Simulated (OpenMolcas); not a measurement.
**Predicting a hybrid from its neighbours: CH7NOSi**

The species is CH7NOSi (11 atoms), meant as a singlet with charge 0. As SMILES, `OCN[SiH3]`. The coordinates come from a PBE0-D4/def2-TZVP relaxation. This is one conformer, not always the lowest.

The vertical energy of the triplet above the singlet y, in eV, basis cc-pVDZ; a is the functional's share of exact exchange. Programs: OpenMolcas 26.06.

```
functional     program     a  y (eV)
    revPBE  OpenMolcas     0    5.71
    r2SCAN  OpenMolcas     0    5.88
     B3LYP  OpenMolcas   0.2       ?
      PBE0  OpenMolcas  0.25    6.05
     BHLYP  OpenMolcas   0.5    6.35
```

Question: Fit y = c + s·a to the known rows and predict B3LYP.

Answer: 
1. Means of the 4 rows: a = 0.1875, y = 5.997.
2. Σ(Δa)² = 0.17188, Σ(Δa·Δy) = 0.18937, so the slope is 0.18937/0.17188 = 1.1018.
3. Intercept: 5.997 − (1.1018) × 0.1875 = 5.790. The largest residual of the fit is 0.089.
4. B3LYP: 5.790 + (1.1018) × 0.2 = 6.01 eV.

The run gave 6.05 eV, so the prediction is off by -0.04 eV, within the largest residual. The rows mix families of semi-local functionals, which the line can't see.
